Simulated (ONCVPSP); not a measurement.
# silver: one change to an ONCV potential, before and after

ONCVPSP 4.0.1 input, shortened (lines: element, Z, core and valence counts, functional; n l f; lmax; l rc ep ncon nbas qcut; lloc lpopt rc5 dvloc0; l nproj debl; icmod fcfact rcfact), PBE, scalar-relativistic:

```
  Ag 47.00    6    3        4      upf
    1    0    2.00
    2    0    2.00
    2    1    6.00
    3    0    2.00
    3    1    6.00
    3    2   10.00
    4    0    2.00
    4    1    6.00
    4    2   10.00
    2
    0    0.90    0.00    4    9    6.70
    1    1.20    0.00    4    7   12.30
    2    1.20    0.00    5    9    8.00
    4    2    0.60   -1.00
    0    2    2.50
    1    2    1.30
    2    2    1.80
    3    2.75    1.55
```

In the s channel the program set the typed energies aside and used -3.795, 0.250 Ha. In the p channel the program set the typed energies aside and used -2.456, 0.250 Ha.

Change: all radii but the core radius scaled by about 1.28 (s 1.14, p 1.54, d 1.54 bohr); local potential polynomial inside 0.76 bohr (lpopt 2, dvloc0 -1 Ha).

Cutoffs: the cutoffs (Ha) at which the residual kinetic energy of the hardest occupied pseudo-wave falls to 1 and 0.1 mHa per electron; they do not see the model core or the augmentation charge, which bear on the density cutoff. Errors are all-electron minus pseudo energies relative to the spin-unpolarised reference configuration.

Question: What does the change do?

Answer: The potential gets softer (267 Ha and 307 Ha → 150 Ha and 187 Ha); of the 4 tests that both files solve, the error grows in 1 and shrinks in 2 by more than 15 % and 0.3 meV (median size 1.5 → 1.3 meV); neither file shows a bound ghost. A larger radius leaves more room for a smooth pseudo-wave, so fewer plane waves are needed.

| quantity | base | changed |
| --- | --- | --- |
| cutoff, loose | 267 Ha | 150 Ha |
| cutoff, tight | 307 Ha | 187 Ha |
| loose cutoff by channel | s 267 Ha, p 49 Ha, d 34 Ha | s 150 Ha, p 31 Ha, d 29 Ha |
| bound ghosts | none | none |
| GHOST(+) flags under 300 eV | s at 117.4 eV | s at 248.3 eV |
| error for 4s2 4p6 4d10 5s1, meV [ΔE -7.76 eV] | +1.2 | +1.3 |
| error for 4s2 4p6 4d9, meV [ΔE 22.11 eV] | -1.5 | -0.6 |
| error for 4s2 4p6 4d8, meV [ΔE 58.31 eV] | -4.0 | +1.4 |
| error for 4s2 4p6 4d9 5s1 5p1, meV [ΔE 0.81 eV] | +1.4 | +1.9 |
| rms error of d²Exc/dni dnj with the model core, mHa | 1.45 | 2.06 |
